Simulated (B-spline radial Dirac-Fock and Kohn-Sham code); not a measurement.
Gd: non-radiative channels of the 3p1/2 vacancy

System: the Gd atom in the configuration [Xe] 4f8 5d1 6s1 (an excited configuration).

The computed values come from a radial B-spline solver: independent-particle radiative and Coulomb Auger rates from relativistic LDA hole-state orbitals, with Dirac-Fock energies. Kinetic energies are configuration averages from the vacuum level; the two-hole energies are estimated from single-hole states.

| transition | kinetic energy (eV) | width (meV) | share (%) |
| --- | --- | --- | --- |
| M2-M4N1 | 63.15 | 733 | 8.9 |
| M2-M3N6 | 122.6 | 195 | 2.4 |
| M2-M3N7 | 123.5 | 216 | 2.6 |
| M2-M4N2 | 140.4 | 721 | 8.7 |
| M2-M5N2 | 170.4 | 828 | 10.0 |
| M2-M4N3 | 172.5 | 947 | 11.5 |
| M2-M4N4 | 301.3 | 299 | 3.6 |
| M2-M4N5 | 306.2 | 347 | 4.2 |
| M2-M4N6 | 454.2 | 902 | 11.0 |
| M2-M4N7 | 454.6 | 1380 | 16.7 |

Coster-Kronig rates are the weakest part of this model and often come out 1.5 to 2.5 times too large. The listed channels hold 80 % of the non-radiative rate. Summed by principal shells, of 8.24 eV in all: MMN 83.4 %, MNN 8.4 %, MMO 6.9 %, MNO 1.1 %.
